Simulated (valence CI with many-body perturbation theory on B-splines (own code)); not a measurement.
Results of a calculation; reference values are marked as such.
# Sensitivity of CI+MBPT for Hg LXXVI

Method: relativistic CI+MBPT: three valence electrons over a frozen Dirac-Fock core [He], radial functions for each j: 6 s, 6 p, 5 d, 3 f, 1 g, with the one-electron correlation potential Σ1 (screened to all orders), the two-electron term Σ2, the three-electron term Σ3, Breit, model QED; selected single and double excitations, second order for the rest, scaled by the run's own slope (own B-spline code, finite nucleus).

The last digits are not significant, and no measured levels were compared; by estimate large intervals hold to a few tenths of a per cent, small ones and those within an open d or f shell to about a per cent.

The reference run has the lowest level (2s^2 2p1/2) J=1/2 and an ionisation energy of 22576.1 eV. Its largest variational space holds 3200 state functions.

Levels are named by their leading jj configuration (3d3/2^4 stands for four electrons in 3d with j = 3/2), which in mixed levels can hold well under half, so a name can repeat and another be missing. Letters in brackets count levels of one name in rising energy.

Changed runs:
A. size limit of the variational space 10000 → 1500; second order for the rest on → off
B. scale of Σ1 1 → 0; scale of Σ2 1 → 0; three-electron term on → off
C. cutoff of virtual states (hartree) 12800 → 40560; scale of Σ2 1 → 0.5
D. start configuration 2s2 2p1 → 2s3 (bad on purpose)

Excitation energies of the reference run in eV, and shifts in cm⁻¹:

```csv
Level,Reference,A,B,C
(2s 2p1/2^2) J=1/2,311.8,+0.1,+4994,+969
(2s^2 2p3/2) J=3/2,2096.5,+44,-1904,+263
(2s 2p1/2 2p3/2) J=3/2 [a],2317.3,+64,+1666,+703
(2s 2p1/2 2p3/2) J=5/2,2359.6,+52,+2289,+911
(2s 2p1/2 2p3/2) J=1/2,2441.8,+0.8,+4431,+1833
(2s 2p1/2 2p3/2) J=3/2 [b],2443.5,+80,+3820,+1506
(2p1/2^2 2p3/2) J=3/2,2765.0,+39,+9093,+2668
(2s 2p3/2^2) J=5/2,4431.6,+36,-328,+900
(2s 2p3/2^2) J=1/2,4553.5,+0.9,+289,+1028
(2s 2p3/2^2) J=3/2,4554.1,+145,+1926,+1860
(2p1/2 2p3/2^2) J=3/2,4805.7,+65,+6299,+2562
(2p1/2 2p3/2^2) J=5/2,4828.2,+6.5,+5917,+2371
Ionisation energy (eV),22576.1,0,-0.42,+0.081
```

Run D: It gave no result: a shell was given more electrons than it holds. The program said: "a valence shell holds more than 4l+2 electrons".
